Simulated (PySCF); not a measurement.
Bi: ionisation energy

Bi [Xe] 4f14 5d10 6s2 6p3 (4S) → Bi⁺ [Xe] 4f14 5d10 6s2 6p2 (3P), as a difference of total energies. Computed with PySCF 2.14 in def2-TZVPPD with the def2 core potential (60 electrons), with a scalar-relativistic core potential. Correlated levels: valence: 5s2 5p6 5d10 frozen. The calculations carry no spin-orbit coupling.

| method | ionisation energy (eV) | difference from reference (eV) |
| --- | --- | --- |
| UHF | 8.213 | +0.927 |
| MP2 (valence) | 8.553 | +1.267 |
| SCS-MP2 (valence) | 8.442 | +1.156 |
| CCSD (valence) | 8.562 | +1.276 |
| CCSD(T) (valence) | 8.583 | +1.297 |

Reference: 7.286 eV (measured; NIST Atomic Spectra Database, ionization energies).

Spin-orbit coupling is strong in these open shells (close to jj coupling). The scalar numbers leave it out and a first-order estimate fails, so it can dominate the gap to the real levels.

Errors of the correlated levels include the incompleteness of this basis and the frozen core.
